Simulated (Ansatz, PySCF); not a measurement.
Noncovalent pair: CH4 (SMILES C) (first 5 atoms) with SiH4 (SMILES [SiH4]); geometry from B3LYP-D3(BJ)/def2-TZVP.
(charge 0, multiplicity 1):
```xyz
10

C      0.049    -0.118    -0.080
H     -0.188     0.905     0.209
H      1.023    -0.393     0.322
H     -0.710    -0.793     0.314
H      0.071    -0.192    -1.167
Si    -0.049     0.118     3.679
H      0.657     1.297     3.132
H     -0.086     0.208     5.156
H      0.665    -1.116     3.279
H     -1.432     0.081     3.154
```

Monomers are frozen at their geometry in the pair; levels with a basis set take the counterpoise correction.

Programs: Ansatz (a first-principles code) with Gaussian orbitals; PySCF for the dispersion terms. Values without a source in brackets are computed.

Problem. Estimate the interaction energy that B3LYP/def2-TZVPPD returns for this input.

Solution. 23 meV

Problem. What is the computed interaction energy (revPBE-D4/def2-TZVPPD)?

Solution. -37 meV

Problem. What interaction energy does r2SCAN/def2-TZVPPD give?

Solution. -19 meV
